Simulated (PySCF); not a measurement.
Ga (gallium, neutral) across methods

[Ar] 3d10 4s1 4p1 5s1, high-spin 4P determinant (an excited configuration). All numbers are calculated (PySCF 2.14, a scalar-relativistic core potential, in aug-cc-pVDZ-PP with ECP10MDF).

```json
{"method": "BLYP", "E (hartree)": "-259.0794", "mean ε 4s α (eV)": "-13.470", "mean ε 4p α (eV)": "-6.082", "mean ε 5s α (eV)": "-1.638", "Σ⟨r²⟩ (bohr²)": "74.24", "⟨S²⟩": "3.750"}
{"method": "LDA", "E (hartree)": "-258.6752", "mean ε 4s α (eV)": "-13.882", "mean ε 4p α (eV)": "-6.344", "mean ε 5s α (eV)": "-1.897", "Σ⟨r²⟩ (bohr²)": "73.53", "⟨S²⟩": "3.751"}
{"method": "wB97X-V", "E (hartree)": "-259.0728", "mean ε 4s α (eV)": "-17.196", "mean ε 4p α (eV)": "-9.362", "mean ε 5s α (eV)": "-2.998", "Σ⟨r²⟩ (bohr²)": "75.08", "⟨S²⟩": "3.751"}
{"method": "BHandHLYP", "E (hartree)": "-258.9659", "mean ε 4s α (eV)": "-15.922", "mean ε 4p α (eV)": "-8.083", "mean ε 5s α (eV)": "-2.269", "Σ⟨r²⟩ (bohr²)": "75.10", "⟨S²⟩": "3.750"}
{"method": "PBE", "E (hartree)": "-259.1168", "mean ε 4s α (eV)": "-13.593", "mean ε 4p α (eV)": "-6.326", "mean ε 5s α (eV)": "-1.859", "Σ⟨r²⟩ (bohr²)": "74.48", "⟨S²⟩": "3.751"}
{"method": "PBE0", "E (hartree)": "-259.0818", "mean ε 4s α (eV)": "-14.828", "mean ε 4p α (eV)": "-7.331", "mean ε 5s α (eV)": "-2.181", "Σ⟨r²⟩ (bohr²)": "74.94", "⟨S²⟩": "3.751"}
{"method": "r2SCAN", "E (hartree)": "-259.0061", "mean ε 4s α (eV)": "-14.074", "mean ε 4p α (eV)": "-6.718", "mean ε 5s α (eV)": "-1.828", "Σ⟨r²⟩ (bohr²)": "74.62", "⟨S²⟩": "3.752"}
{"method": "UHF", "E (hartree)": "-258.02179", "mean ε 4s α (eV)": "-17.969", "mean ε 4p α (eV)": "-9.956", "mean ε 5s α (eV)": "-2.856", "Σ⟨r²⟩ (bohr²)": "76.57", "⟨S²⟩": "3.751"}
```

Energies and moments cover only the electrons outside the core potential. The outer electron is Rydberg-like, and this basis confines it to a smaller radius and binds it less than a complete one would.
